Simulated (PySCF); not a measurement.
An unknown is described by computed data only.

Formula: C6H11O2PS.

- 1H NMR: chemical shifts (computed TMS as zero) by class: 4.31 (1 H), 3.82 (1 H), 2.81 (3 H), 2.51 (1 H), 1.77 (1 H), 0.98 (1 H), 0.95 (1 H), 0.68 (1 H), 0.59 (1 H) ppm [GIAO PBE0/pcSseg-1]
- NMR, other nuclei: isotropic shieldings of nuclei other than C and H, by class: -403 (1 O), 329 (1 O), 273 (1 P), 823 (1 S) ppm [GIAO PBE0/pcSseg-1]
- Dipole: 2.00 D [PBE0/pcSseg-1]
- 13C NMR: chemical shifts (computed TMS as zero) by class: 221.4 (1 C), 67.6 (1 C), 29.9 (1 C), 6.6 (1 C), 3.8 (1 C), 2.2 (1 C) ppm [GIAO PBE0/pcSseg-1]
- Rotational structure: rotational constants A, B, C: 1.124, 0.851, 0.733 GHz [GFN2-xTB]

Electronic properties: PySCF, gas phase, density fitting. Levels stand in brackets. Geometry: GFN2-xTB, one conformer, isolated molecule. Each NMR value is the plain mean over a class of atoms that symmetry, rotation or inversion makes alike.

Task: What is the compound? Reason from the data.

Result: Numbering: `[CH3:1][C:2](=[O:3])[P@@:4](=[S:5])([CH2:6][OH:7])[CH:8]1[CH2:9][CH2:10]1`. 6 carbons fall into 6 classes; from least to most shielded: carbonyl carbon [C2] (221.4 ppm), carbinol carbon (C–OH) [C6] (67.6 ppm), methyl carbon next to a carbonyl [C1] (29.9 ppm), ring sp3 carbon bound to phosphorus [C8] (6.6 ppm), three-membered-ring carbon [C10] (3.8 ppm), three-membered-ring carbon [C9] (2.2 ppm). Hydrogen classes from least to most shielded: 1 H on a carbinol carbon (C–OH), C6 (4.31 ppm), 1 H on a carbinol carbon (C–OH), C6 (3.82 ppm), 3 H on a methyl carbon next to a carbonyl, C1 (2.81 ppm, a mean of values up to 2.1 ppm apart in this geometry), 1 H on an alcohol oxygen, O7 (2.51 ppm), 1 H on an sp3 carbon bound to phosphorus, C8 (1.77 ppm), 1 H on a three-membered-ring carbon, C10 (0.98 ppm), 1 H on a three-membered-ring carbon, C9 (0.95 ppm), 1 H on a three-membered-ring carbon, C9 (0.68 ppm), 1 H on a three-membered-ring carbon, C10 (0.59 ppm). The other shieldings belong to: -403 ppm, carbonyl oxygen [O3]; 329 ppm, alcohol oxygen [O7]; 273 ppm, phosphorus bonded to 3 C and S [P4]; 823 ppm, sulfur bonded to P [S5]. The optimised geometry has point group C1 and is an asymmetric top. Structure: `CC(=O)[P@@](=S)(CO)C1CC1`. Computed isomers that give other values at the same levels: `O=C1CCP(=S)(CO)CC1` (13C chemical shifts (computed TMS as zero) by class: 213.3 (1 C), 69.8 (1 C), 38.8 (2 C), 36.0 (2 C) ppm). The assignments are read from this structure; whether some other isomer fits the data as well wasn't checked. The mirror image fits equally.

Conformer computed: `[CH3:1][C:2](=[O:3])[P@@:4](=[S:5])([CH2:6][OH:7])[CH:8]1[CH2:9][CH2:10]1`: C1–C2–P4–S5 -38°, C2–P4–C6–O7 -172°, C2–P4–C8–C9 -175°, H–O7–C6–P4 51°.
